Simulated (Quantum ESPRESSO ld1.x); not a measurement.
Species: Be+. Configuration: [He] 7p1 (not the ground configuration). All-electron calculation, non-relativistic Kohn-Sham, PBE, spin-unpolarised, spherical densities, point nucleus; without spin polarisation the odd electron is poorly described. Program: ld1.x of Quantum ESPRESSO 7.5.

Normalised radial functions P(r) = r R(r), r in bohr:

r,1s,7p
0.02223,0.3002,0.0002
0.03417,0.4400,0.0004
0.05201,0.6235,0.0010
0.07995,0.8578,0.0022
0.1229,1.1133,0.0049
0.1889,1.3245,0.0102
0.2876,1.3863,0.0199
0.4421,1.2058,0.0360
0.6796,0.7957,0.0573
1.034,0.3579,0.0719
1.59,0.0856,0.0519
2.444,0.0079,-0.0267
3.757,0.0002,-0.0944
5.718,0.0000,0.0153
8.791,0.0000,0.0963
13.51,0.0000,-0.1368
20.57,0.0000,0.1326
31.62,0.0000,-0.1085
48.6,0.0000,-0.1034
74.72,0.0000,-0.0006

1s: eigenvalue -131.08 eV, 0 radial nodes, <r> = 0.418 bohr, 90 % of the charge inside 0.753 bohr. 7p: eigenvalue -1.036 eV, 5 radial nodes at r = 2.17, 5.52, 10.5, 17.7, 28.9 bohr, <r> = 33.6 bohr, 90 % of the charge inside 44.9 bohr.
